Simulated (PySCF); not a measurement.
Two-component Hartree-Fock for Ce⁴⁸⁺ (cerium, charge +48)

Start: [Ne]. Calculated with PySCF 2.14 in an even-tempered Gaussian basis (17 s from 6.6 bohr⁻², ratio 2.6; 13 p from 8.5 bohr⁻², ratio 2.6; 6 d from 8.7 bohr⁻², ratio 2.8; 3 f from 200 bohr⁻², ratio 2.8): generalised Hartree-Fock with the X2C-1e Hamiltonian and a Gaussian nucleus; spin-orbit coupling (SO) screened by Boettger's factors.

```
spinor shell  electrons  ε, screened SO (eV)  weight of nominal j (screened SO)  rms radius, screened SO (bohr)
       1s1/2          2             -44099.9                              1.000                          0.0280
       2s1/2          2              -9832.8                              1.000                           0.111
       2p1/2          2              -9498.5                              1.000                          0.0956
       2p3/2          4              -9030.6                              1.000                           0.101
```

```csv
quantity,screened SO
E (hartree),-6494.05288
M_J,0
⟨J²⟩,0.000
⟨L²⟩,0.012
⟨S²⟩,0.012
```

Breit and QED terms are absent; they matter most for the inner s and p1/2 levels.

Densities and radii are taken from the X2C orbitals without a picture-change correction, which distorts them close to the nucleus.
